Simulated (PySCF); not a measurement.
H$_{2}$O$_{2}$, charge +1, doublet, at a GFN2-xTB geometry (a state made from the parent by changing its charge; the spin is typed, not shown lowest).

PySCF was given this input:
```python
from pyscf import gto, scf, dft

mol = gto.Mole()
mol.atom = '''
    O    -0.59065691   -0.01900468    0.25930853
    O     0.59065691    0.01900468   -0.25930853
    H    -1.28947104   -0.03417302   -0.46351846
    H     1.28947104    0.03417302    0.46351846
'''
mol.basis = 'cc-pvdz'
mol.charge = 1
mol.spin = 1
mol.verbose = 5
mol.build()

mf = dft.UKS(mol)
mf.xc = 'b3lyp'
mf.kernel()
mf.analyze()
```

Q: What is the computed HOMO energy (B3LYP/cc-pVDZ (PySCF))?

A: -18.24 eV

Q: What is the computed nuclear repulsion energy (B3LYP/cc-pVDZ)?

A: 39.3282 Eh

Q: Predict the total energy from B3LYP/cc-pVDZ.

A: -151.1755 Eh

These values belong to the state on which the SCF converged, which isn't shown to be the lowest.
